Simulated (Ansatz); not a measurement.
Reactions of `[CH3][Sn]([CH3])([SH])[SH]`.

Gas-phase electronic energies from Ansatz, PBE0-D4/def2-TZVP geometries. CCSD(T)/CBS adds triple-zeta CCSD(T) − MP2 to the extrapolated MP2 energy (def2 sets, frozen cores). This one scheme is used for every species, atoms too. Functionals use def2-TZVPP. No spin–orbit coupling; open shells (•) take unrestricted orbitals. Spin–orbit coupling would lower the free atoms: a little for C, S; strongly for Sn. Elements past krypton have def2 core potentials. Bonds to Sn are less sure, by a few kJ/mol each and by 10 to 20 or more in all where they break to atoms, as the def2 sets lack core-valence functions. One conformer a species, not always the lowest.

```json
{"reaction": "`[CH3][Sn]([CH3])([SH])[SH]` → 2 C• + 8 H• + 2 S• + Sn•", "CCSD(T)/CBS(def2) (kJ/mol)": "4360"}
{"reaction": "`[CH3][Sn]([CH3])([SH])[SH]` → `[CH3][Sn][CH3]` + `SS`", "CCSD(T)/CBS(def2) (kJ/mol)": "269"}
{"reaction": "`[CH3][Sn]([CH3])([SH])[SH]` → `CC` + `[SH][Sn][SH]`", "CCSD(T)/CBS(def2) (kJ/mol)": "?"}
{"reaction": "`[CH3][Sn]([CH3])([SH])[SH]` → CH₃SH + `[CH3][Sn][SH]`", "CCSD(T)/CBS(def2) (kJ/mol)": "145"}
```

(1) Fill in the missing values. (An estimate is asked.)

Largest T1 diagnostic: 0.016, for `[SH][Sn][SH]`.

Answers

(1) Computed: `[CH3][Sn]([CH3])([SH])[SH]` → `CC` + `[SH][Sn][SH]`: +6.3 kJ/mol.
